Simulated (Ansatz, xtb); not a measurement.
**C2H10Ge2S: 3 structures ranked**

3 gas-phase structures of C2H10Ge2S, from a drawn sample of its isomers (lower ones may exist). Each was relaxed with GFN2-xTB; where two conformers were screened, the lower at r2SCAN-D4/def2-SVP//GFN2-xTB is listed:

A. `C[S][GeH2][GeH2][CH3]`, a singlet
B. `C[CH2][GeH2][S][GeH3]`, a singlet
C. `[CH3][GeH2][CH2][S][GeH3]`, a singlet

Problem. Estimate their order in r2SCAN-D4/def2-SVP//GFN2-xTB energy at these geometries, lowest first.

Solution. Calculated order at r2SCAN-D4/def2-SVP//GFN2-xTB: B (0.0), A (8.0), C (20.0) kcal/mol.

Energies above the lowest of each column, in kcal/mol; the last columns are at r2SCAN-D4/def2-SVP geometries:

| structure | GFN2-xTB | HF/STO-3G | r2SCAN-D4/def2-SVP//GFN2-xTB | r2SCAN-D4/def2-SVP | CCSD(T)/def2-SVP + ΔMP2/def2-TZVPP |
| --- | --- | --- | --- | --- | --- |
| B | 0.0 | 0.0 | 0.0 | 0.0 | 0.0 |
| A | 13.6 | 1.7 | 8.0 | 7.7 | 7.1 |
| C | 26.1 | 13.1 | 20.0 | 19.8 | 18.0 |

Every level run on B puts it lowest or level with the lowest. Flexible structures stand in one conformer each, not always the lowest. ΔMP2 is the change of the MP2 energy from the smaller to the larger basis.

Programs: Ansatz 0.2.0, xtb 6.7.1.
